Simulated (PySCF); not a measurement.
System: sum formula SiPH₄ (charge -1, singlet). It need not be the lowest isomer of its formula. Whether it binds its extra electron was not tested at this geometry. 
Structure (B3LYP-D3(BJ)/def2-TZVP (Ansatz) minimum search):
```xyz
6

Si    -0.9754     0.1096     0.1952
P      1.1345    -0.1886    -0.2861
H     -1.8218    -0.8234    -0.6279
H     -1.6242     1.4545    -0.0615
H     -1.4717    -0.1519     1.6026
H      1.5563     0.8159     0.6449
```
Charge -1, spin multiplicity 1.

Dispersion corrections to the total energy (kcal/mol) from the dftd3 and dftd4 libraries through PySCF: D3(BJ) without and D4 with the three-body term, each with the damping fitted for the functional named.

```
functional  D3(BJ)     D4
----------  ------  -----
TPSSh            …  -4.08
r2SCAN       -0.67  -0.77
BHLYP        -4.08      …
HSE06        -1.83  -2.63
B2GP-PLYP    -2.57      …
B2PLYP       -2.39  -2.32
TPSS         -3.30  -4.52
```

### Question
What belongs in the gaps?

### Answer

- TPSSh, D3(BJ): -3.05
- BHLYP, D4: -4.33
- B2GP-PLYP, D4: -1.40
